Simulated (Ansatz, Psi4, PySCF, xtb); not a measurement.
Noncovalent pair: CH4O (SMILES CO) (first 6 atoms) with C2H6 (SMILES CC); geometry from B3LYP-D3(BJ)/def2-TZVP, rigid monomers moved along the line of their centres of mass till H6···C7 is 3.05 Å.
(charge 0, multiplicity 1):
```xyz
14

C     -0.634     0.241     0.053
O      0.683    -0.155     0.408
H     -1.248    -0.609    -0.265
H     -0.541     0.931    -0.785
H     -1.143     0.759     0.873
H      0.629    -0.771     1.146
C     -0.124    -0.763     4.101
C      0.147     0.735     4.204
H     -0.500    -1.170     5.041
H      0.786    -1.316     3.853
H     -0.874    -0.982     3.337
H     -0.764     1.285     4.448
H      0.538     1.132     3.266
H      0.879     0.949     4.985
```

Counterpoise-corrected where a basis set is named; no monomer relaxation. Rows marked so take none.

Frozen-core correlation. Rows in 6-31G* carry no dispersion term and start afresh at each structure (6-31G* with six Cartesian d functions).

The values were computed with Ansatz (Gaussian orbitals); Psi4 for SAPT; PySCF for 6-31G* rows, the dispersion terms; xtb for the GFN methods. 

```json
[
 {"level": "GFN-FF", "interaction energy (kcal/mol)": "-0.80"},
 {"level": "GFN2-xTB", "interaction energy (kcal/mol)": "-1.30"},
 {"level": "PBE-D3(BJ)/def2-TZVPPD", "interaction energy (kcal/mol)": "-1.68"},
 {"level": "BP86/6-31G* (no counterpoise)", "interaction energy (kcal/mol)": "-0.46"},
 {"level": "r2SCAN-D3(BJ)/def2-TZVPPD", "interaction energy (kcal/mol)": "-1.47"},
 {"level": "wB97X-V/def2-TZVPPD", "interaction energy (kcal/mol)": "-1.41"},
 {"level": "CCSD/aug-cc-pVDZ", "interaction energy (kcal/mol)": "-1.04"},
 {"level": "CCSD(T)/aug-cc-pVDZ", "interaction energy (kcal/mol)": "…"},
 {"level": "SAPT0/jun-cc-pV(D+d)Z", "interaction energy (kcal/mol)": "…"}
]
```

Question: Complete the blanks.

Answer: 
- CCSD(T)/aug-cc-pVDZ, interaction energy (kcal/mol): -1.22
- SAPT0/jun-cc-pV(D+d)Z, interaction energy (kcal/mol): -0.84

Ansatz is a first-principles code.
